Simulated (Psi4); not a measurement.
S₂, triplet, at a GFN2-xTB geometry; CCSD(T)/def2-SVP (Psi4).

The Psi4 input:
```
memory 2 GB

molecule {
0 3
  S    -0.00000000   -0.00000000   -0.95002097
  S     0.00000000    0.00000000    0.95002097
}

set basis def2-svp
set reference uhf

energy('ccsd(t)')
print_variables()
```

Output, abridged:

```
   => Loading Basis Set <=

    Name: DEF2-SVP
    Role: ORBITAL
    Keyword: BASIS

         ---------------------------------------------------------
                                   SCF
               by Justin Turney, Rob Parrish, Andy Simmonett
                          and Daniel G. A. Smith
                              UHF Reference
         ---------------------------------------------------------

  ==> Geometry <==

    Molecular point group: d2h
    Full point group: D_inf_h

    Geometry (in Angstrom), charge = 0, multiplicity = 3:

       Center              X                  Y                   Z               Mass
    ------------   -----------------  -----------------  -----------------  -----------------
         S            0.000000000000     0.000000000000    -0.950020970000    31.972071174400
         S            0.000000000000     0.000000000000     0.950020970000    31.972071174400

  Running in d2h symmetry.

  Rotational constants: A = ************  B =      0.29210  C =      0.29210 [cm^-1]
  Rotational constants: A = ************  B =   8756.89312  C =   8756.89312 [MHz]
  Nuclear repulsion =   71.298092468169429

  Charge       = 0
  Multiplicity = 3
  Electrons    = 32
  Nalpha       = 17
  Nbeta        = 15

  ==> Algorithm <==

  SCF Algorithm Type is PK.
  DIIS enabled.
  MOM disabled.
  Fractional occupation disabled.
  Guess Type is SAD.
  Energy threshold   = 1.00e-08
  Density threshold  = 1.00e-08
  Integral threshold = 1.00e-12

  ==> Primary Basis <==

  Basis Set: DEF2-SVP
    Blend: DEF2-SVP
    Number of shells: 16
    Number of basis functions: 36
    Number of Cartesian functions: 38
    Spherical Harmonics?: true
    Max angular momentum: 2

  ==> Integral Setup <==

  Using in-core PK algorithm.
   Calculation information:
      Number of atoms:                   2
      Number of AO shells:              16
      Number of primitives:             36
      Number of atomic orbitals:        38
      Number of basis functions:        36

      Integral cutoff                 1.00e-12
      Number of threads:                 1

  Performing in-core PK
  Using 444222 doubles for integral storage.
  We computed 8691 shell quartets total.
  Whereas there are 9316 unique shell quartets.

  ==> DiskJK: Disk-Based J/K Matrices <==

    J tasked:                  Yes
    K tasked:                  Yes
    wK tasked:                  No
    Schwarz Cutoff:          1E-12

  Minimum eigenvalue in the overlap matrix is 3.8285827750E-02.
  Reciprocal condition number of the overlap matrix is 1.3616915839E-02.
    Using symmetric orthogonalization.

  ==> Pre-Iterations <==

  SCF Guess: Superposition of Atomic Densities via on-the-fly atomic UHF (no occupation information).

   -------------------------
    Irrep   Nso     Nmo
   -------------------------
     Ag         9       9
     B1g        1       1
     B2g        4       4
     B3g        4       4
     Au         1       1
     B1u        9       9
     B2u        4       4
     B3u        4       4
   -------------------------
    Total      36      36
   -------------------------

  ==> Iterations <==

                        Total Energy        Delta E     RMS |[F,P]|

   @UHF iter SAD:  -794.39660488403410   -7.94397e+02   0.00000e+00
   @UHF iter   1:  -794.78418318599211   -3.87578e-01   8.91310e-03 DIIS/ADIIS
   @UHF iter   2:  -794.79887612241441   -1.46929e-02   3.05794e-03 DIIS/ADIIS
   @UHF iter   3:  -794.80071702907014   -1.84091e-03   1.14708e-03 DIIS/ADIIS
   @UHF iter   4:  -794.80107733553507   -3.60306e-04   2.36394e-04 DIIS/ADIIS
   @UHF iter   5:  -794.80109540096350   -1.80654e-05   7.27446e-05 DIIS
   @UHF iter   6:  -794.80109738010185   -1.97914e-06   2.03259e-05 DIIS
   @UHF iter   7:  -794.80109754843363   -1.68332e-07   4.17026e-06 DIIS
   @UHF iter   8:  -794.80109755431886   -5.88523e-09   6.62623e-07 DIIS
   @UHF iter   9:  -794.80109755444369   -1.24828e-10   7.06251e-08 DIIS
   @UHF iter  10:  -794.80109755444505   -1.36424e-12   1.26920e-08 DIIS
   @UHF iter  11:  -794.80109755444482    2.27374e-13   2.38931e-09 DIIS
  Energy and wave function converged.

  ==> Post-Iterations <==

   @Spin Contamination Metric:   2.618739602E-02
   @S^2 Expected:                2.000000000E+00
   @S^2 Observed:                2.026187396E+00
   @S   Expected:                1.000000000E+00
   @S   Observed:                1.000000000E+00

    Orbital Energies [Eh]
    ---------------------

    Alpha Occupied:

[...]
    Alpha Virtual:

[...]
       9B1u    1.563501

    Beta Occupied:

[...]
    Beta Virtual:

[...]
    Final Occupation by Irrep:
             Ag   B1g   B2g   B3g    Au   B1u   B2u   B3u
    DOCC [     5,    0,    1,    1,    0,    4,    2,    2 ]
    SOCC [     0,    0,    1,    1,    0,    0,    0,    0 ]
    NA   [     5,    0,    2,    2,    0,    4,    2,    2 ]
    NB   [     5,    0,    1,    1,    0,    4,    2,    2 ]

  @UHF Final Energy:  -794.80109755444482

   => Energetics <=

    Nuclear Repulsion Energy =             71.2980924681694290
    One-Electron Energy =               -1240.5469910566287126
    Two-Electron Energy =                 374.4478010340144465
    Total Energy =                       -794.8010975544448229

  UHF NO Occupations:
  HONO-2 :    2B3u 1.9957341
  HONO-1 :    2B2g 1.0000000
  HONO-0 :    2B3g 1.0000000
  LUNO+0 :    3B3u 0.0042659
  LUNO+1 :    3B2u 0.0042659
  LUNO+2 :    5B1u 0.0030938
  LUNO+3 :    6 Ag 0.0014210

Computation Completed

Properties will be evaluated at   0.000000,   0.000000,   0.000000 [a0]

Properties computed using the SCF density matrix

 Multipole Moments:

 ------------------------------------------------------------------------------------
     Multipole            Electronic (a.u.)      Nuclear  (a.u.)        Total (a.u.)
 ------------------------------------------------------------------------------------

 L = 1.  Multiply by 2.5417464519 to convert [e a0] to [Debye]
[...]
  Iter             Energy              RMS        T1Diag      D1Diag    New D1Diag    D2Diag
  ----     ---------------------    ---------   ----------  ----------  ----------   --------
     0        -0.252184862483902    0.000e+00    0.000000    0.000000    0.000000    0.000000
     1        -0.263816884310717    6.540e-02    0.008337    0.000000    0.000000    0.000000
     2        -0.271590179698257    1.908e-02    0.009853    0.000000    0.000000    0.000000
     3        -0.272666791235923    6.744e-03    0.010996    0.000000    0.000000    0.000000
     4        -0.272641049863106    1.583e-03    0.011203    0.000000    0.000000    0.000000
     5        -0.272638289471021    4.090e-04    0.011237    0.000000    0.000000    0.000000
     6        -0.272635809623665    1.189e-04    0.011239    0.000000    0.000000    0.000000
     7        -0.272636723437543    2.947e-05    0.011238    0.000000    0.000000    0.000000
     8        -0.272636904979401    6.735e-06    0.011237    0.000000    0.000000    0.000000
     9        -0.272636846789339    1.882e-06    0.011237    0.000000    0.000000    0.000000
    10        -0.272636865782995    5.831e-07    0.011237    0.000000    0.000000    0.000000
    11        -0.272636861163317    1.593e-07    0.011237    0.000000    0.000000    0.000000
    12        -0.272636865728006    3.803e-08    0.011237    0.000000    0.000000    0.000000

    Iterations converged.

    Largest TIA Amplitudes:
              4   3        -0.0159481495
             14  15        -0.0139805827
             16  17        -0.0139805827
              4   1        -0.0123660529
              4   0         0.0083376047
             12  11         0.0053703554
             12  14         0.0045548326
              6   5         0.0040481137
              8   7         0.0040481137
             12  13         0.0034581328

    Largest Tia Amplitudes:
             10  12         0.0318271056
             12  18         0.0262958265
             14  20         0.0262958265
             12  17        -0.0147833816
             14  19        -0.0147833816
              4   3        -0.0086466340
              3   3         0.0070572049
              3   1         0.0052698458
             10  15         0.0042991932
              4   0        -0.0029570372

    Largest TIJAB Amplitudes:
      6   4  17  10         0.0262298189
      8   4  15  10         0.0262298189
      8   6  12   9         0.0208661773
     16  14   4   2         0.0206337682
     14   6   9   2        -0.0179667064
     14   6  12   4         0.0179667064
     16   8   9   2         0.0179667064
     16   8  12   4        -0.0179667064
      8   6   4   2        -0.0178591011
     14   4  15   1         0.0156893312

    Largest Tijab Amplitudes:
     14  12   8   5         0.0973480625
     12   4  12   8        -0.0499369122
     14   4  12   5        -0.0499369122
     14  10   5   0        -0.0186226532
     12  10   8   0        -0.0186226532
     14  12   4   2         0.0167821953
     14  12   8   6         0.0161993255
     14  12   9   5         0.0161993255
     12   4  15   8        -0.0148749585
     14   4  15   5        -0.0148749585

    Largest TIjAb Amplitudes:
      4   4  10  12        -0.0606764501
      4  12  10   8         0.0546525686
      4  14  10   5         0.0546525686
      6  14  17   5        -0.0302596604
      8  12  15   8        -0.0302596604
      4  10  15   8        -0.0301155135
      4  10  17   5        -0.0301155135
      8  10   9   5         0.0281428859
      8  10  12   8        -0.0281428859
      6  10   9   8         0.0281428859

    SCF energy       (wfn)                    = -794.801097554444823
    Reference energy (file100)                = -794.801097554453804

    Opposite-spin MP2 correlation energy      =   -0.179298196795751
    Same-spin MP2 correlation energy          =   -0.072886665688151
    Singles MP2 correlation energy            =   -0.000000000000000
    MP2 correlation energy                    =   -0.252184862483902
      * MP2 total energy                      = -795.053282416937691

    Opposite-spin CCSD correlation energy     =   -0.202334600995534
    Same-spin CCSD correlation energy         =   -0.070302264732472
    Singles CCSD correlation energy           =    0.000000000000000
    CCSD correlation energy                   =   -0.272636865728006
      * CCSD total energy                     = -795.073734420181836

            **************************
            *                        *
            *        CCTRIPLES       *
            *                        *
            **************************

    Wave function   =    CCSD_T
    Reference wfn   =      UHF

    Nuclear Rep. energy (wfn)                =   71.298092468169429
    SCF energy          (wfn)                = -794.801097554444823
    Reference energy    (file100)            = -794.801097554453804
    CCSD energy         (file100)            =   -0.272636865728006
    Total CCSD energy   (file100)            = -795.073734420181836

    Number of ijk index combinations:
    Spin Case AAA:                                 680
    Spin Case BBB:                                 455
    Spin Case AAB:                                2040
    Spin Case ABB:                                1785
    AAA (T) energy                             =   -0.000149107076317
    BBB (T) energy                             =   -0.000577501247256
    AAB (T) energy                             =   -0.004192018424991
    ABB (T) energy                             =   -0.005555696453103
    (T) energy                                   =   -0.010474323201668
      * CCSD(T) total energy                     = -795.084208743383442

  Variable Map:
  ----------------------------------------------------------------------------
[...]
  Array Variable Map:
  ----------------------------------------------------------------------------
[...]
[...]
```
